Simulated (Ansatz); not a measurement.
Species: C3H3O (charge -1, singlet). It need not be the lowest isomer of its formula. Whether it binds its extra electron was not tested at this geometry. 
Geometry from a B3LYP-D3(BJ)/def2-TZVP (Ansatz, a program for electronic structure) optimisation:
```
C
H 1 1.1001
H 1 1.1001 2 106.80
C 1 1.4510 2 112.11 3 123.17
C 4 1.2398 3 153.00 1 172.98
O 1 1.4631 2 106.45 3 -113.43
H 6 0.9650 1 102.50 2 -123.17
```
Charge -1, spin multiplicity 1.

Basis-set convergence of Hartree-Fock and CCSD(T) correlation energies (hartree) with Ansatz. Correlated levels leave the core frozen unless marked. No spin-orbit coupling. Non-relativistic.

```json
[
 {"basis": "aug-cc-pVDZ", "functions": "119", "E(HF)": "-190.13354", "E(corr, CCSD(T))": "-0.66466", "rough core time": "under 20 s"},
 {"basis": "aug-cc-pVTZ", "functions": "253", "E(HF)": "[?]", "E(corr, CCSD(T))": "[?]", "rough core time": "110 s"}
]
```

Question: What belongs in the gaps?

Answer: 
- aug-cc-pVTZ, E(HF): -190.17700
- aug-cc-pVTZ, E(corr, CCSD(T)): -0.78733
